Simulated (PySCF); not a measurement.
C3H2BrOP.
Geometry (PBE0-D3(BJ)/def2-SVP, Å), atoms numbered from 1 in this order:
```xyz
8
C3H2BrOP angstrom
Br     2.5014   -0.1804   -1.0880
C      0.8140    0.0061   -0.3341
C      0.2623    1.0826    0.2824
P     -1.3926    0.6982    0.8207
C     -1.1619   -0.8600    0.1596
O      0.0353   -1.0807   -0.4118
H      0.7819    2.0304    0.4138
H     -1.8279   -1.7220    0.1208
```

The calculation used TDDFT B3LYP/def2-SVPD, vertical, gas phase, core orbitals frozen in the response in PySCF 2.14.0, density-fitted response routines. The B3LYP/def2-SVPD calculation is non-relativistic and has no spin–orbit coupling, an omission that weighs most on bromine.

Transition dipole moments from the ground state, in atomic units and in the frame of the coordinates above (overall signs are arbitrary), for the states with f of 0.002 or more among the lowest 8:

| state | E (eV) | μx | μy | μz |
| --- | --- | --- | --- | --- |
| S1 | 5.028 | 0.567 | 0.454 | -0.067 |
| S3 | 5.604 | 0.509 | 0.207 | -0.132 |
| S4 | 5.747 | -0.088 | 0.079 | -0.218 |
| S5 | 6.129 | 0.046 | -0.040 | 0.112 |
| S6 | 6.278 | -0.115 | 0.101 | -0.263 |
| S7 | 6.317 | -0.827 | 0.580 | 0.552 |
| S8 | 6.454 | 0.128 | -0.111 | 0.288 |

Work out the oscillator strengths.

f = (2/3) ΔE |μ|² with ΔE in hartree (27.2114 eV).

```
state  |μ|² (au)  |μ| (D)      f
   S1      0.532     1.85  0.066
   S3      0.319     1.44  0.044
   S4      0.062     0.63  0.009
   S5      0.016     0.32  0.002
   S6      0.093     0.77  0.014
   S7      1.326     2.93  0.205
   S8      0.112     0.85  0.018
```

What is the point group, and which symmetry does each of these states have?

Cs. Polarised normal to the mirror plane, so A″: S4, S5, S6 and S8. Polarised in the mirror plane, so A′: S1, S3 and S7.

What angle do the transition dipoles of S6 and S8 make?

|cos θ| = |μa·μb| / (|μa| |μb|) = 1.00, so θ ≈ 0° (taken between 0 and 90°, since the signs are arbitrary).

How is the summed strength of these states shared among x, y and z?

(2/3) Σ ΔE μα² gives 0.187 for x, 0.088 for y and 0.083 for z, 0.358 in all.

The vertical ionisation energy (ΔSCF) is 8.82 eV, 2.36 eV above S8.

The run took 91 s wall on one thread of an Arm Neoverse V2, no GPU, shared host with 96 logical CPUs at a one-minute load of 37, and the process peaked at 0.75 GiB of memory.
